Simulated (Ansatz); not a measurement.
C₃F₈ (`FC(F)(F)C(F)(F)C(F)(F)F`) from Hartree–Fock to CCSD(T)

```xyz
11

F     1.876    0.709    0.264
C     0.775    1.006   -0.412
F     0.932    0.642   -1.676
F     0.582    2.316   -0.364
C    -0.458    0.300    0.212
F    -1.539    0.661   -0.488
F    -0.585    0.729    1.473
C    -0.400   -1.250    0.238
F    -1.513   -1.707    0.795
F     0.637   -1.669    0.949
F    -0.306   -1.736   -0.992
```

Total charge 0; spin multiplicity 1. All single points use the PBE0-D4/def2-TZVP geometry. Frozen core, restricted reference, Ansatz 0.2.0. CBS rows extrapolate triple and quadruple zeta; past MP2 they add the triple-zeta difference.

```csv
basis,HF (Eh),MP2 corr.
def2-SVP,-908.39115,-1.84503
def2-TZVPP,-909.52281,-2.43758
def2-QZVPP,-909.56138,-2.66219
```

(1) Estimate the CCSD correlation energy and the (T) correction in each basis where they were run (hartree).

Answers

(1) 
```tsv
basis	CCSD corr.	(T)
def2-SVP	-1.87075	-0.03874
def2-TZVPP	-2.44387	-0.07970
CBS(def2)	-2.83485	as TZ
```
